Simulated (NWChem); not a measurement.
The numbers come from NWChem runs, not from measurements. System: H₂ClSi, charge 0, spin multiplicity 2, at a geometry optimised with UPBE0/def2-SVP. The structure started from a generated list of species. Its SCF solution wasn't tested for a lower state. Level: UB2PLYP/def2-TZVP, 10 core orbitals frozen.

Part of the output:

```
             Northwest Computational Chemistry Package (NWChem) 7.3.0
             --------------------------------------------------------

                                NWChem Input Module
                                -------------------

 Scaling coordinates for geometry "geometry" by  1.889725989
 (inverse scale =  0.529177249)

 Turning off AUTOSYM since
 SYMMETRY directive was detected!

                             Geometry "geometry" -> ""
                             -------------------------

 Output coordinates in angstroms (scale by  1.889725989 to convert to a.u.)

  No.       Tag          Charge          X              Y              Z
 ---- ---------------- ---------- -------------- -------------- --------------
    1 Si                  14.0000    -0.29303000    -0.99446400     0.00000000
    2 Cl                  17.0000     0.21052400     1.01153900     0.00000000
    3 H                    1.0000     0.26175400    -1.63682800    -1.23215400
    4 H                    1.0000     0.26175400    -1.63682800     1.23215400

 Effective nuclear repulsion energy (a.u.)      77.1708425902

            Nuclear Dipole moment (a.u.)
            ----------------------------
        X                 Y               Z
 ---------------- ---------------- ----------------
    -0.0000075589     0.0000207870     0.0000000000

      Symmetry information
      --------------------

 Group name             Cs
 Group number              2
 Group order               2
 No. of unique centers     3

      Symmetry unique atoms

     1    2    3


 Summary of "ao basis" -> "" (spherical)
 ------------------------------------------------------------------------------
       Tag                 Description            Shells   Functions and Types
 ---------------- ------------------------------  ------  ---------------------
 *                         def2-tzvp                  on all atoms

  dft_input: which_mp2 not specified, using semidirect MP2 by default.

                                 NWChem DFT Module
                                 -----------------

 Summary of "ao basis" -> "ao basis" (spherical)
 ------------------------------------------------------------------------------
       Tag                 Description            Shells   Functions and Types
 ---------------- ------------------------------  ------  ---------------------
 Si                        def2-tzvp                13       37   5s5p2d1f
 Cl                        def2-tzvp                13       37   5s5p2d1f
 H                         def2-tzvp                 4        6   3s1p

 Summary of "ao basis" -> "ao basis" (spherical)
 ------------------------------------------------------------------------------
       Tag                 Description            Shells   Functions and Types
 ---------------- ------------------------------  ------  ---------------------
 Si                        def2-tzvp                13       37   5s5p2d1f
 Cl                        def2-tzvp                13       37   5s5p2d1f
 H                         def2-tzvp                 4        6   3s1p

      Symmetry analysis of basis
      --------------------------

        a'         56
        a"         30

            General Information
            -------------------
          SCF calculation type: DFT
          Wavefunction type:  spin polarized.
          No. of atoms     :     4
          No. of electrons :    33
           Alpha electrons :    17
            Beta electrons :    16
          Charge           :     0
          Spin multiplicity:     2
          Use of symmetry is: on ; symmetry adaption is: on
          Maximum number of iterations: 100
          AO basis - number of functions:    86
                     number of shells:    34
          Convergence on energy requested:  1.00D-06
          Convergence on density requested:  1.00D-05
          Convergence on gradient requested:  5.00D-04

              XC Information
              --------------
                     Hartree-Fock (Exact) Exchange  0.530
                    Becke 1988 Exchange Functional  0.470
              Lee-Yang-Parr Correlation Functional  0.730

             Grid Information
[...]
   Bfn.  Coefficient  Atom+Function         Bfn.  Coefficient  Atom+Function
  ----- ------------  ---------------      ----- ------------  ---------------
     5      1.804269  1 Si s                 77     -1.471987  3 H  s
    83     -1.471987  4 H  s                 18      0.835501  1 Si px
    19     -0.708657  1 Si py                 4      0.459006  1 Si s
    56      0.254269  2 Cl py                 3     -0.239286  1 Si s
    15      0.136260  1 Si px                55     -0.132845  2 Cl px

   alpha - beta orbital overlaps
   -----------------------------

   alpha      1      2      3      4      5      6      7      8      9     10
    beta      1      2      3      4      6      5      7     10      8      9
 overlap   1.000  1.000  1.000  0.898  0.898  1.000  1.000  0.980  0.980  1.000

   alpha     11     12     13     14     15     16     17     18     19     20
    beta     11     12     13     14     15     16     17     18     20     19
 overlap   1.000  0.993  0.992  0.997  0.980  0.997  0.968  0.995  0.994  0.996

   alpha     21     22     23     24     25     26     27     28     29     30
    beta     22     21     23     24     25     26     27     28     29     30
 overlap   0.972  0.999  0.742  0.742  0.989  0.948  0.946  0.989  0.979  0.986

   alpha     31     32     33     34     35     36     37     38     39     40
    beta     31     32     33     34     35     36     37     38     39     40
 overlap   0.994  0.988  0.988  0.994  0.996  0.997  0.905  0.907  0.997  0.982

   alpha     41     42     43     44     45     46     47     48     49     50
    beta     42     43     41     44     45     46     47     48     49     50
 overlap   0.975  0.972  0.982  0.929  0.922  0.975  0.994  0.986  0.975  0.975

   alpha     51     52     53     54     55     56     57     58     59     60
    beta     51     52     53     54     55     56     57     58     59     60
 overlap   0.984  0.999  0.986  0.999  1.000  0.999  1.000  0.999  1.000  1.000

   alpha     61     62     63     64     65     66     67     68     69     70
    beta     61     62     63     64     65     66     67     68     69     70
 overlap   1.000  0.977  0.978  1.000  1.000  0.999  0.999  1.000  1.000  1.000

   alpha     71     72     73     74     75     76     77     78     79     80
    beta     71     72     73     74     75     76     77     78     79     80
 overlap   1.000  1.000  1.000  1.000  1.000  1.000  1.000  1.000  1.000  1.000

   alpha     81     82     83     84     85     86
    beta     81     82     83     84     85     86
 overlap   1.000  1.000  1.000  1.000  1.000  1.000

     --------------------------
     Expectation value of S2:
     --------------------------
      <S2> =      0.7529 (Exact =     0.7500)

 center of mass
 --------------
 x =  -0.00897987 y =   0.12366243 z =   0.00000000

 moments of inertia (a.u.)
 ------------------
         255.798434160843         -52.694724806371           0.000000000000
         -52.694724806371          25.529244796986           0.000000000000
           0.000000000000           0.000000000000         259.471573748392

     Multipole analysis of the density
     ---------------------------------

     L   x y z        total         alpha         beta         nuclear
     -   - - -        -----         -----         ----         -------
     0   0 0 0     -0.000000    -17.000000    -16.000000     33.000000

     1   1 0 0     -0.123744      0.651108     -0.774844     -0.000008
     1   0 1 0     -0.490267      0.662711     -1.152999      0.000021
     1   0 0 1      0.000000      0.000000      0.000000      0.000000

     2   2 0 0    -20.427635    -16.797024    -11.103451      7.472839
     2   1 1 0      0.232654    -13.572863    -10.631353     24.436870
     2   1 0 1     -0.000000     -0.000000     -0.000000      0.000000
     2   0 2 0    -19.718512    -78.262759    -72.151073    130.695320
     2   0 1 1     -0.000000      0.000000     -0.000000      0.000000
     2   0 0 2    -20.352689    -16.484027    -14.711866     10.843205

                   NWChem MP2 Semi-direct Energy/Gradient Module
                   ---------------------------------------------

  Basis functions       =     86
  Molecular orbitals    =     86
  Frozen core           =     10
  Frozen virtuals       =      0
  Active alpha occupied =      7
  Active beta occupied  =      6
  Active alpha virtual  =     69
  Active beta virtual   =     70
  Use MO symmetry       = T
  Use skeleton AO sym   = T

  AO/Fock/Back tols     =   1.0D-09  1.0D-09  1.0D-09

 GA uses MA = F    GA memory limited = T

 Available:
  local mem=  4.43D+07
 global mem=  1.44D+08
 local disk=  0.00D+00
  mp2_memr nvloc                    69
  nvloc new                    69
   1 passes of   7:        4194304                      39228                   6044527.
   1 passes of   7: M     44322106           G      144164408           F      40127802.

 Semi-direct pass number   1 of   1  for UHF alpha       at        1.9s
  vrange nnbf                  3673
  mp2_eaftype                    23  avail_ma_in_mb                   386
 EAF : mp2_eaftype filesize          23    3022263.
  mp2_eaf for mointskh                     23
Node 0 wrote     14.2 Mb in      0.0 s     Agg I/O rate:   722.4 Mb/s
 Done moints_semi at        3.1s
  mp2_eaftype                    23  avail_ma_in_mb                   386
 EAF : mp2_eaftype filesize          23    3022263.
  mp2_eaf for kh                    23
 Done maket at        3.1s
 Done multipass loop at        3.1s

 GA uses MA = F    GA memory limited = T

 Available:
  local mem=  4.43D+07
 global mem=  1.44D+08
 local disk=  0.00D+00
  mp2_memr nvloc                    70
  nvloc new                    70
   1 passes of   6:        4194304                      36079                   5257770.
   1 passes of   6: M     44322106           G      144164408           F      40127802.

 Semi-direct pass number   1 of   1  for UHF beta        at        3.2s
  vrange nnbf                  3673
  mp2_eaftype                    20  avail_ma_in_mb                   386
 EAF : mp2_eaftype filesize          20    2628885.
  mp2_eaf for mointskh                     20
Node 0 wrote     12.3 Mb in      0.0 s     Agg I/O rate:  1267.5 Mb/s
 Done moints_semi at        4.3s
  mp2_eaftype                    20  avail_ma_in_mb                   386
 EAF : mp2_eaftype filesize          20    2628885.
  mp2_eaf for kh                    20
 Done maket at        4.3s
 Done multipass loop at        4.3s

          -------------------------------------------
          DFT energy                    -750.555713919195
          Unscaled MP2 energy             -0.350433624402
          Total DFT+MP2 energy          -750.650330997783
          -------------------------------------------

 -----------------------
 Performance information
 -----------------------

 Timer overhead =  9.63D-08 seconds/call

               Nr. of calls         CPU time (s)                 Wall time (s)                GFlops
             ---------------    -------------------     ------------------------------   -------------------
Name         Min   Avg   Max    Min     Avg     Max     Min     Avg     Max   Mx/calls   Min     Max     Sum
mp2: moin     2     2     2    2.3     2.3     2.3      2.3     2.3     2.3     1.1      0.0     0.0     0.0
mp2: make     2     2     2   8.69E-2 8.69E-2 8.69E-2  8.69E-2 8.69E-2 8.69E-2 4.35E-2   0.0     0.0     0.0
mp2: tota     1     1     1    2.4     2.4     2.4      2.4     2.4     2.4     2.4      0.0     0.0     0.0

 The average no. of pstat calls per process was 5.00D+00
 with a timing overhead of 4.81D-07s

 Task  times  cpu:        4.3s     wall:        4.3s

 Total times  cpu:        4.3s     wall:        4.3s
```

**Question.** Write an NWChem input that would produce this output.

**Answer.** This is not unique; one that fits is 
```
start mol
memory heap 200 mb stack 900 mb global 1100 mb
geometry units angstroms nocenter noautoz
  Si    -0.293030    -0.994464     0.000000
  Cl     0.210524     1.011539     0.000000
  H      0.261754    -1.636828    -1.232154
  H      0.261754    -1.636828     1.232154
  symmetry group Cs
end
basis spherical
  * library def2-tzvp
end
dft
  xc hfexch 0.53 becke88 0.47 lyp 0.73 mp2 0.27
  dftmp2
  odft
  mult 2
  semidirect memsize 60000000 filesize 0
  iterations 100
end
mp2
  freeze core 10
end
task dft energy
```
